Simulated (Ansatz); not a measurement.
Born–Oppenheimer molecular dynamics of AlF₂H₄N (8 atoms, charge 0, multiplicity 1). It starts at the highest image of a converged band, a first-order saddle point between two minima.

All numbers below come from Ansatz, RKS B3LYP-D4/def2-SVP.

- ensemble: NVE (velocity Verlet)
- time step: 0.5 fs
- steps asked: 200
- starting velocities drawn for: 300 K
- seed: 3511

First frame:

```xyz
8
Properties=species:S:1:pos:R:3
Al -0.032 0.264 0.165
N -0.027 0.062 2.027
H -0.816 -0.340 2.535
H 0.837 -0.123 2.539
F 1.439 0.095 -0.589
F -1.433 -0.207 -0.594
H -0.212 1.967 0.709
H -0.172 1.404 1.546
```

(1) How far do the bonds stretch over the last three quarters of this one trajectory? (Pairs bonded in most of those frames.)

Answers

(1) 
```csv
bond,mean (Å),spread (Å),shortest,longest
Al1–N2,1.757,0.029,1.70,1.82
Al1–F5,1.659,0.031,1.60,1.71
Al1–F6,1.659,0.026,1.61,1.70
N2–H3,1.018,0.011,1.00,1.04
N2–H4,1.019,0.007,1.01,1.03
H7–H8,0.766,0.032,0.72,0.81
```

Mean temperature of the second half: 634 K. The conserved energy stayed within 0.17 meV per atom of its start (net change 0.13 meV per atom), so the integration is sound. The kinetic energy rose, since the run started high on the potential surface and went downhill. It ends in pieces (AlF2H2N + H2), so much of that is their flight and rotation, not heat. A run of 0.1 ps of so small a system gives no equilibrium averages. The orbitals stay closed-shell, which can raise the energy where a bond breaks towards radicals; this wasn't checked here.

Run time: 8.6 min on 1 thread of Arm Neoverse V1, on a shared host, peak memory 0.17 GiB.
